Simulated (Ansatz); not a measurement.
Basis sets compared for SnGe2. The state is a singlet with charge 0. Geometry r2SCAN-D4/def2-TZVP. Ansatz on 4 threads of Arm Neoverse V1 on a shared host; times are rough, and most runs start from earlier orbitals.

```xyz
3

Ge    0.791    0.556   -1.365
Ge    0.730    0.187    0.892
Sn   -1.520   -0.743    0.473
```

In the def2 sets Sn takes a core potential; there is no spin–orbit coupling. The structure comes from a short search, and lower isomers may exist.

Binding counts from free atoms (Ge triplet, Sn triplet) in the same basis, without a counterpoise term.

```
                          level  functions  energy (Eh)  HOMO (eV)  LUMO (eV)  binding per atom (eV)  wall time
                PBE-D4/def2-SVP         90   -4367.1732      -5.09      -3.86                   2.24      0.7 s
               PBE-D4/def2-TZVP        146   -4367.7022      -5.07      -3.85                   2.26      1.1 s
            r2SCAN-D4/def2-TZVP        146   -4368.3731      -5.30      -3.88                   2.14      2.9 s
               PBE0-D4/def2-SVP         90   -4367.2706      -5.94      -3.29                   2.05      1.2 s
PBE0-D4/def2-TZVP (with forces)        146   -4367.7979      -5.90      -3.26                   2.08        3 s
```

Problem. Estimate the rows for PBE-D4/def2-TZVPD, r2SCAN-D4/def2-TZVPD, PBE0-D4/def2-TZVPD.

Solution. 
| level | functions | energy (Eh) | HOMO (eV) | LUMO (eV) | binding per atom (eV) | wall time |
| --- | --- | --- | --- | --- | --- | --- |
| PBE-D4/def2-TZVPD | 164 | -4367.7032 | -5.11 | -3.88 | 2.27 | 1.6 s |
| r2SCAN-D4/def2-TZVPD | 164 | -4368.3739 | -5.32 | -3.90 | 2.14 | 3.7 s |
| PBE0-D4/def2-TZVPD | 164 | -4367.7988 | -5.93 | -3.29 | 2.08 | 2.6 s |
